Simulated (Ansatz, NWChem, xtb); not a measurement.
## Ligand exchange: NaBr + C2H5Br → CH3Na + CH2Br2

Species: NaBr, singlet; C2H5Br (bromoethane) `CCBr`, singlet; CH3Na `[CH3][Na]`, singlet; CH2Br2 (dibromomethane) `BrCBr`, singlet. The partners trade Br for CH3: Na–Br and C–CH3 bonds give way to Na–CH3 and C–Br.

Shapes, held fixed at every level: PBE0-D4/def2-TZVP. Programs: Ansatz 0.2.0, NWChem 7.3.0, xtb 6.7.1. The zero-point and thermal change to 298 K, harmonic and unscaled (PBE0-D4/def2-TZVP), is -13.4 kJ/mol.

```
                             level                   kind  ΔH(298 K) (kJ/mol)  less CCSD(T)/def2-TZVPP
                          GFN1-xTB         semi-empirical              +286.8                    -31.4
                       HF/def2-SVP           Hartree–Fock              +390.3                    +72.1
                     HF/def2-TZVPP           Hartree–Fock              +376.1                    +57.9
                 PBE-D4/def2-TZVPP                    GGA              +292.7                    -25.5
B3LYP/6-31G* (Cartesian functions)          global hybrid              +330.2                    +12.0
             r2SCAN0-D4/def2-TZVPP          global hybrid              +340.0                    +21.8
                  CCSD(T)/def2-SVP  coupled cluster or CI              +348.1                    +29.9
                     CCSD/def2-SVP  coupled cluster or CI              +354.9                    +36.7
                CCSD(T)/def2-TZVPP  coupled cluster or CI              +318.2                      0.0
```

The highest level, CCSD(T)/def2-TZVPP, gives ΔH(298 K) = +318.2 kJ/mol; the levels span +286.8 to +390.3. The column of differences is taken from that level and isn't an error. No measured value is set beside it here. Relativity is left out for Br. Outer-core shells of Br, Na are correlated, in sets that cover them unevenly.
